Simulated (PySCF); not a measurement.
CH₅FO₂Si₂. Atoms are numbered in the order given.

```xyz
11

O      1.4178     1.5376     0.3007
C      1.3117     0.4494    -0.2164
O      2.3627    -0.3198    -0.5264
Si    -0.4411    -0.2061    -0.6275
F     -0.4179    -1.8182    -0.8768
Si    -1.7453     0.3434     1.2210
H      3.1627     0.1668    -0.2563
H     -0.8579     0.4532    -1.8940
H     -3.0909    -0.2898     1.1069
H     -1.8919     1.8243     1.2783
H     -1.0655    -0.1507     2.4518
```
Charge 0, spin multiplicity 1.

Geometry: ωB97X-D3(BJ)/def2-SVP. The structure was generated by enumeration; whether it is a known compound was not checked. Other conformers were not sampled.

Method: SMD-B3LYP/6-31G* (PySCF).

Solvation free energies are E(SMD) − E(gas) at the gas-phase geometry, for 1 M in both phases. In vacuum the dipole moment is 0.45 D.

Computed solvation free energies in water, benzene, acetone:
| solvent | ΔG(solv) (kcal/mol) | its non-electrostatic (CDS) part | dipole (D) |
|---|---|---|---|
| water | -2.8 | 5.9 | 0.58 |
| benzene | -2.9 | -1.0 | 0.48 |
| acetone | -4.9 | -0.6 | 0.55 |
